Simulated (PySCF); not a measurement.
**What went wrong, or what changed?**

The sound run of Y2S3 (singlet) uses PySCF 2.14.0, RKS PBE0, Y def2-SVP with ECP28, S def2-SVP; non-relativistic Hamiltonian with scalar-relativistic core potentials where named; density fitting; no spin-orbit coupling, grid (50, 194), threshold 1e-8 and 55 cycles at the relaxed geometry. This run, with dm0 from free metal ions and neutral atoms, differs:

```python
mol = gto.M(atom='''
Y     -0.61828    -0.05656     2.30871
Y     -0.61828    -0.05656    -2.30871
S     -1.66418    -0.15223    -0.00000
S      1.63947     0.14997     2.66784
S      1.63947     0.14997    -2.66784''',
    basis={'Y': 'def2-SVP', 'S': 'def2-SVP'},
    ecp={'Y': 'def2-SVP'},
    charge=5, spin=0)
mf = dft.RKS(mol, xc='PBE0')
mf.grids.atom_grid = (50, 194)
mf = mf.density_fit()  # fitting sets: Y def2-universal-JKFIT, S def2-universal-JKFIT
mf.conv_tol = 1e-08; mf.max_cycle = 73
mf.kernel(dm0)
```

What was changed, and how did it end?

The charge was changed. The program refused it. The cycle limit differs too. These settings are unsound on purpose: the numbers aren't the compound's.
```
RuntimeError: Electron number 65 and spin 0 are not consistent
Note mol.spin = 2S = Nalpha - Nbeta, not 2S+1
```

Run from Python with OMP_NUM_THREADS=2; the lines above give its settings.

A frequency check found unstable modes (1, the lowest at -30 cm⁻¹), so the relaxed geometry is a saddle point, or these are noise.
